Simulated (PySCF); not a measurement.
**Correlation energy of Sn⁻ (tin, charge -1)**

Starting occupation: [Kr] 4d10 5s2 5p3, 5p1/2 with m_j = -1/2, +1/2, 5p3/2 with m_j = +3/2. All numbers are calculated (PySCF 2.14, X2C-1e with screened-nucleus spin-orbit coupling, Gaussian nucleus, in x2c-TZVPall-2c with one added diffuse shell each of s, p, d, f type (9s10p6d3f, 90 functions)). Frozen: [Ar] 3d10; 23 electrons correlated; the 6 highest virtual spinors left out.

MP2 pair energies summed by pair of shells (mhartree):

```
 pair   energy  share (%)
4d-4d  -168.02       39.0
4d-4p   -63.02       14.6
4d-5s   -50.99       11.8
5p-5s   -34.94        8.1
4d-5p   -34.67        8.1
4p-4p   -20.93        4.9
4d-4s   -14.03        3.3
5p-5p   -12.53        2.9
4p-4s    -9.98        2.3
5s-5s    -9.79        2.3
4p-5s    -6.13        1.4
4p-5p    -2.99        0.7
4s-4s    -1.64        0.4
4s-5s    -0.58        0.1
4s-5p    -0.34        0.1
```

Total MP2 correlation energy: -430.58 mhartree.

The GHF reference relaxed away from the jj start to a determinant that is no pure jj level (⟨S²⟩ = 3.74, ⟨J²⟩ = 3.76); the energies belong to that determinant.

This basis was not built for core-valence correlation, so the inner-shell part is incomplete.
